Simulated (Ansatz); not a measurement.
```yaml
crystal:
  periodic: [false, false, false]
  atoms:
    - {symbol: N, position_ang: [-1.849769, 0.228807, -1.396675]}
    - {symbol: As, position_ang: [-0.320772, -0.083759, 1.706429]}
    - {symbol: S, position_ang: [3.637050, -1.075797, 0.560590]}
    - {symbol: H, position_ang: [-3.739095, -0.024881, -1.313784]}
    - {symbol: H, position_ang: [-1.406888, 1.757821, -2.446660]}
    - {symbol: H, position_ang: [0.535506, 2.649849, 2.107010]}
    - {symbol: H, position_ang: [3.259620, -3.580732, 0.696728]}
basis:
  gaussian: {orbitals: x2c-TZVPPall, fitting: {mean_field: cc-pVTZ-jkfit}}
hamiltonian: {xc: {name: rPW86-PBE}, pseudopotentials: {relativity: scalar}}
```

```sh
$ ansatz run in.yaml --threads 2 --pin off --events-out ev --progress --plain --max-ram 4352MiB
```

Shortened log:

```
Functional definition: rPW86-PBE
527 factors; integrals over basis functions are off by at most 1.3e0 eV
mean field evaluation 1: about -73921.8475 eV, gradient 1.0e2 eV
mean field evaluation 2: about -73563.1803 eV, gradient 2.2e2 eV
mean field evaluation 4: about -73742.9076 eV, gradient 1.8e2 eV
mean field evaluation 8: about -73960.5710 eV, gradient 7.8e-1 eV
mean field evaluation 32: about -73956.3652 eV, gradient 2.1e1 eV
mean field evaluation 64: about -73958.1740 eV, gradient 1.5e1 eV
mean field evaluation 96: about -73959.7583 eV, gradient 1.1e1 eV
mean field -73960.58602573 eV, -2718.0014041597 hartree, gradient 2.0e-5 eV, S^2 0.000000; 8 other end points of the search recorded, 0 dependent functions left out
reference -73960.58617458 eV, -2718.0014096298 hartree; 30, 30 occupied and 147, 147 virtual orbitals, 527 factors
Total energy: -73960.58617458 eV, -2718.0014096298 hartree
Relativity: scalar
```

(1) What is wrong with this run?

Answers

(1) The coordinates are in bohr but typed as ångström. The calculation finished and met its thresholds. The result belongs to that input, not to the molecule as meant.
